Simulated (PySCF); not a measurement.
## [La(NH3)2]3+ relaxed at several levels

Computed with PySCF 2.14.0, def2-SVP on the ligands, density fitting, scalar-relativistic core potentials, no spin-orbit coupling, vacuum. Each row is relaxed at its own level from the same template. Distances are means of the shortest metal–ligand contacts, charges and spins Mulliken's; removal energies are rigid, with the ligand's formal charge and no counterpoise, so too large; for an anion taken off a cation in vacuum most of it is the attraction of opposite charges, and multiply charged cations can part far more cheaply with an electron moved from ligand to metal. lcecp potentials hold a fixed number of 4f electrons in the core, out of states, spins and gaps.

```json
{"level": "BP86", "basis on the metal": "lcecp-1-SVP with ECP46", "point group": "C1", "M–NH3 (Å)": "2.532", "charge on M (e)": "2.12", "HOMO–LUMO gap (eV)": "–", "removal of one NH3 (eV)": "4.21", "unstable modes (below −25 cm⁻¹)": "2 (soft)"}
{"level": "PBE", "basis on the metal": "def2-SVP with ECP46", "point group": "C1", "M–NH3 (Å)": "2.529", "charge on M (e)": "2.07", "HOMO–LUMO gap (eV)": "5.03", "removal of one NH3 (eV)": "4.27", "unstable modes (below −25 cm⁻¹)": "1 (soft)"}
```

(1) What does the calculation give for PBE0, lcecp-1-SVP with ECP46?

Members with unstable modes aren't minima as they stand: saddle points kept by symmetry or, where the modes are soft, flat surfaces and noise. Moved off a saddle point of the template and relaxed again: BP86, PBE0, PBE. One start shape was tried for each, so a minimum needn't be the lowest isomer.

## Answers

(1) point group: C1, M–NH3 (Å): 2.519, charge on M (e): 2.20, removal of one NH3 (eV): 4.18, unstable modes (below −25 cm⁻¹): 1 (soft).
```xyz
9

La    1.1657    0.2154   -0.0001
N    -0.1943   -0.0309    2.1058
H     0.2688    0.3203    2.9678
H    -1.1091    0.4604    2.1247
H    -0.4532   -1.0019    2.3707
N    -0.1936   -0.0377   -2.1053
H     0.2955   -0.5188   -2.8864
H    -1.0792   -0.5747   -2.0271
H    -0.5052    0.8487   -2.5500
```
